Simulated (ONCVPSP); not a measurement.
## Logarithmic derivatives: O (Z = 8), ONCV

```
Element                 : O (Z = 8)
Generator               : ONCVPSP 4.0.1
Type                    : optimised norm-conserving Vanderbilt (ONCV)
Functional              : PBEsol
Relativity              : scalar-relativistic
Frozen core             : [He]
Valence charge          : 6
Reference configuration : 2s2 2p3.5 (charge +0.5)
Partial waves           : 2s: rc 0.65 bohr, ncon 3, nbas 8, qcut 8.7 1/bohr, 1 projector; 2p: rc 1.90 bohr, ncon 5, nbas 9, qcut 8.8 1/bohr, 2 projectors, debl 1 Ha; d scattering state at 0.23 Ha: rc 2.10 bohr, ncon 4, nbas 8, qcut 4.4 1/bohr, 1 projector
Local potential         : polynomial inside 0.45 bohr (lpopt 5, dvloc0 3 Ha)
Core correction         : polynomial model core, fcfact 0.25
```

The phase is arctan(r·R′/R) of the radial function R(r), unwrapped; energies in Ha, scanned from -3 to 5 Ha. A pole is an energy at which the radial function vanishes at the test radius. The pseudo phase is shifted by a multiple of π to meet the all-electron one at the reference energy, and phase errors are pseudo minus all-electron; the curves can meet again beyond the range given. Levels narrower than the energy grid can be missing from the lists of poles.

For each channel, where are the poles, and over which energies does the pseudopotential scatter like the atom?

| channel | radius (bohr) | reference energy (Ha) | poles, all-electron | poles, pseudo | unbroken range about the reference energy with phases within 0.05 rad | phase error 1 Ha above the reference energy (rad) |
| --- | --- | --- | --- | --- | --- | --- |
| s | 0.66 | -1.15 | none | none | below 4.3 | -0.003 |
| p | 1.92 | -0.60 | -0.31, 3.86 | -0.31, 3.73 | below 4.8 | +0.000 |
| d | 2.13 | 0.23 | 2.13 | 2.26 | below 2.6 | +0.007 |

Note: no bound ghost flagged; GHOST(+) flagged for d at 17.8 eV.

Phases in the p channel:

```tsv
E (Ha)	all-electron	pseudo
-2.98	1.276	1.276
-2.76	1.258	1.258
-2.54	1.236	1.236
-2.32	1.209	1.209
-2.10	1.175	1.174
-1.88	1.128	1.128
-1.66	1.062	1.061
-1.44	0.956	0.956
-1.22	0.759	0.759
-1.00	0.298	0.298
-0.78	-0.636	-0.636
-0.56	-1.269	-1.269
-0.34	-1.543	-1.543
-0.12	-1.702	-1.702
0.10	-1.830	-1.830
0.32	-1.964	-1.964
0.54	-2.136	-2.136
0.76	-2.399	-2.400
0.98	-2.828	-2.829
1.20	-3.392	-3.396
1.42	-3.849	-3.854
1.64	-4.125	-4.130
1.86	-4.290	-4.295
2.08	-4.397	-4.402
2.30	-4.471	-4.476
2.52	-4.527	-4.532
2.74	-4.571	-4.577
2.96	-4.606	-4.613
3.18	-4.637	-4.645
3.40	-4.663	-4.673
3.62	-4.688	-4.699
3.84	-4.710	-4.725
4.06	-4.732	-4.750
4.28	-4.754	-4.777
4.50	-4.777	-4.808
4.72	-4.801	-4.843
4.94	-4.828	-4.887
```
